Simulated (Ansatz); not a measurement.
Molecule: C₃H₃F₂, charge 0, multiplicity 2. It need not be the lowest isomer of its formula. 
Geometry from a B3LYP-D3(BJ)/def2-TZVP (Ansatz, a quantum-chemistry and plane-wave program) optimisation:
SMILES: [C](C=C)(F)F
```xyz
8

C      1.9151    -0.5032    -0.2980
C      0.8455    -0.2162     0.5289
C     -0.4094     0.1079     0.1011
F     -1.4231     0.3801     0.9059
F     -0.7732     0.1915    -1.1665
H      1.8173    -0.4874    -1.3737
H      2.8773    -0.7509     0.1224
H      0.9644    -0.2375     1.6049
```
Charge 0, spin multiplicity 2.

Dipole moments at this geometry, in debye (magnitudes).

```csv
level,program,dipole (D)
PBE/def2-TZVPD,Ansatz,___
revPBE/def2-TZVPD,Ansatz,0.93
HSE06/def2-TZVPD,Ansatz,1.18
CAM-B3LYP/def2-TZVPD,Ansatz,1.29
LC-wPBE/def2-TZVPD,Ansatz,1.28
CCSD(T)/aug-cc-pVDZ,Ansatz,___
```

Task: Some entries are withheld; supply them.

Result: 
- PBE/def2-TZVPD, dipole (D): 0.95
- CCSD(T)/aug-cc-pVDZ, dipole (D): 1.25
